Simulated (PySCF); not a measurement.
Computed IR spectrum (relative IR intensity) of a molecule C2H9FOSi2. Geometry optimised at r2SCAN-D4/def2-SVP. The values are those of a single conformer. Level of theory: PySCF 2.14.0 with r2SCAN-D4/def2-SVP. Frequencies are harmonic and unscaled.

Lines under 2 % of the strongest are left out, and lines within 2 cm⁻¹ are merged.

ν (cm⁻¹): 351 (w), 478 (vw), 684 (vw), 703 (m), 761 (vw), 805 (w), 845 (w), 870 (vw), 882 (w), 901 (vs), 944 (m), 955 (m), 976 (s), 1114 (s), 1253 (w), 1450 (vw), 2203 (m), 2218 (m), 2245 (m), 2296 (m), 2986 (w), 3047 (w) (against the strongest line: vs over 80 %, s over 45 %, m over 15 %, w over 4 %, vw less)

**Question.** Pick the molecule that these values belong to.
A) C[SiH2]CO[SiH2]F
B) CO[SiH2]C[SiH2]F
C) CC[Si@@H](F)[SiH2]O
D) CO[Si@H](F)C[SiH3]

**Answer.** A, C[SiH2]CO[SiH2]F
